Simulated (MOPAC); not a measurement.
Job for MOPAC: PM3 on H3NSeTe (SMILES N[Te][SeH]), a point of a torsion scan.

```
PM3 1SCF PRECISE CHARGE=0 THREADS=1
H3NSeTe

N     -1.16243967 1     0.14587005 1    -0.09263701 1
Te     0.07883491 1    -0.95674985 1     1.07880266 1
Se     2.03888102 1    -0.50229945 1    -0.44571341 1
H     -1.95065504 1    -0.39308500 1    -0.42136250 1
H     -1.52232809 1     0.96232186 1     0.38133744 1
H      3.02370629 1    -0.56972880 1     0.60761867 1
```

Program output:

```
*******************************************************************************
 **                                                                           **
 **                              MOPAC v23.2.5                                **
 **                                                                           **
 *******************************************************************************
 ** MOPAC's Digital Object Identifier: https://doi.org/10.5281/zenodo.6511958 **
 **                                                                           **
 ** Please cite the open-source release paper for use of this MOPAC version:  **
 ** J. E. Moussa and J. J. P. Stewart (2026)                                  **
 ** MOPAC: An open-source semiempirical molecular orbital program             **
 ** J. Open Source Softw., 11(119), 8025, https://doi.org/10.21105/joss.08025 **
 *******************************************************************************

                              PM3 CALCULATION RESULTS

 *******************************************************************************
 *  PM3        - The PM3 Hamiltonian to be used
 *
 *
 *
 *                 CHARGE ON SYSTEM = 0
 *
 *
 *
 *  PRECISE    - TIGHTER CRITERIA TO BE USED
 *  1SCF       - DO 1 SCF AND THEN STOP
 *  THREADS=1  - MULTI-THREADING NOT USED
 *  T=         - A TIME OF 172800.0 SECONDS REQUESTED
 *  DUMP=N     - RESTART FILE WRITTEN EVERY 7200.0 SECONDS REQUESTED
 *******************************************************************************
PM3 1SCF PRECISE CHARGE=0 THREADS=1
 H3NSeTe

   ATOM   CHEMICAL          X               Y               Z
  NUMBER   SYMBOL      (ANGSTROMS)     (ANGSTROMS)     (ANGSTROMS)

     1       N         -1.16243967  *   0.14587005  *  -0.09263701  *
     2      Te          0.07883491  *  -0.95674985  *   1.07880266  *
     3      Se          2.03888102  *  -0.50229945  *  -0.44571341  *
     4       H         -1.95065504  *  -0.39308500  *  -0.42136250  *
     5       H         -1.52232809  *   0.96232186  *   0.38133744  *
     6       H          3.02370629  *  -0.56972880  *   0.60761867  *



          CARTESIAN COORDINATES

    NO.       ATOM           X           Y           Z

     1         N         -1.1624      0.1459     -0.0926
     2        Te          0.0788     -0.9567      1.0788
     3        Se          2.0389     -0.5023     -0.4457
     4         H         -1.9507     -0.3931     -0.4214
     5         H         -1.5223      0.9623      0.3813
     6         H          3.0237     -0.5697      0.6076

  H: (PM3): J. J. P. STEWART, J. COMP. CHEM. 10, 209 (1989).
  N: (PM3): J. J. P. STEWART, J. COMP. CHEM. 10, 209 (1989).
 Se: (PM3): J. J. P. STEWART, J. COMP. CHEM. 12, 320-341 (1991).
 Te: (PM3): J. J. P. STEWART, J. COMP. CHEM. 12, 320-341 (1991).

           Empirical Formula: H3 N Te Se  =     6 atoms



      MOLECULAR POINT GROUP   :   C1


      RHF CALCULATION, NO. OF DOUBLY OCCUPIED LEVELS = 10


 -------------------------------------------------------------------------------
 PM3 1SCF PRECISE CHARGE=0 THREADS=1
 H3NSeTe



     1SCF WAS SPECIFIED, SO BFGS WAS NOT USED
     SCF FIELD WAS ACHIEVED


                              PM3 CALCULATION
                                                       MOPAC v23.2.5 Linux




          FINAL HEAT OF FORMATION =         31.94399 KCAL/MOL =     133.65364 KJ/MOL


          COSMO AREA              =        119.41 SQUARE ANGSTROMS
          COSMO VOLUME            =        109.36 CUBIC ANGSTROMS

          IONIZATION POTENTIAL    =          9.062507 EV
          HOMO LUMO ENERGIES (EV) =         -9.063 -3.030
          NO. OF FILLED LEVELS    =         10
          MOLECULAR WEIGHT        =        223.5904         POINT GROUP:  C1

          MOLECULAR DIMENSIONS (Angstroms)

            Atom       Atom       Distance
            H     6    H     4     5.08274
           Se     3    H     5     2.04033
           Te     2   Se     3     1.63186


          SCF CALCULATIONS        =          1





   ATOM   CHEMICAL          X               Y               Z
  NUMBER   SYMBOL      (ANGSTROMS)     (ANGSTROMS)     (ANGSTROMS)

     1       N         -1.16243967  *   0.14587005  *  -0.09263701  *
     2      Te          0.07883491  *  -0.95674985  *   1.07880266  *
     3      Se          2.03888102  *  -0.50229945  *  -0.44571341  *
     4       H         -1.95065504  *  -0.39308500  *  -0.42136250  *
     5       H         -1.52232809  *   0.96232186  *   0.38133744  *
     6       H          3.02370629  *  -0.56972880  *   0.60761867  *

                             CARTESIAN COORDINATES

   1    N       -1.162439670     0.145870050    -0.092637010
   2   Te        0.078834910    -0.956749850     1.078802660
   3   Se        2.038881020    -0.502299450    -0.445713410
   4    H       -1.950655040    -0.393085000    -0.421362500
   5    H       -1.522328090     0.962321860     0.381337440
   6    H        3.023706290    -0.569728800     0.607618670


           Empirical Formula: H3 N Te Se  =     6 atoms



      MOLECULAR POINT GROUP   :   C1


                  EIGENVALUES
 -28.42240 -19.12341 -16.43371 -14.47087 -12.70211 -11.62373 -11.24640 -10.64017
  -9.16602  -9.06251  -3.02966  -1.61486   0.13374   3.27865   4.33153


              NET ATOMIC CHARGES AND DIPOLE CONTRIBUTIONS

  ATOM NO.   TYPE          CHARGE      No. of ELECS.   s-Pop       p-Pop
    1          N          -0.145013        5.1450     1.45818     3.68684
    2         Te           0.249917        5.7501     1.97354     3.77654
    3         Se          -0.153314        6.1533     1.90288     4.25043
    4          H           0.046363        0.9536     0.95364
    5          H           0.042736        0.9573     0.95726
    6          H          -0.040689        1.0407     1.04069
 DIPOLE           X         Y         Z       TOTAL
 POINT-CHG.    -1.935    -0.659     1.553     2.567
 HYBRID        -0.584    -0.112     1.767     1.864
 SUM           -2.519    -0.771     3.320     4.238


          ATOMIC ORBITAL ELECTRON POPULATIONS

     Atom    s        px        py        pz
    1  N   1.45818   1.19426   1.09788   1.39469
    2 Te   1.97354   1.05034   1.55036   1.17584
    3 Se   1.90288   1.14741   1.95753   1.14549
    4  H   0.95364
    5  H   0.95726
    6  H   1.04069

 **********************
 *                    *
 * JOB ENDED NORMALLY *
 *                    *
 **********************




 == MOPAC DONE ==
```

The run finished.

Cost: very roughly 0.020 core-seconds.
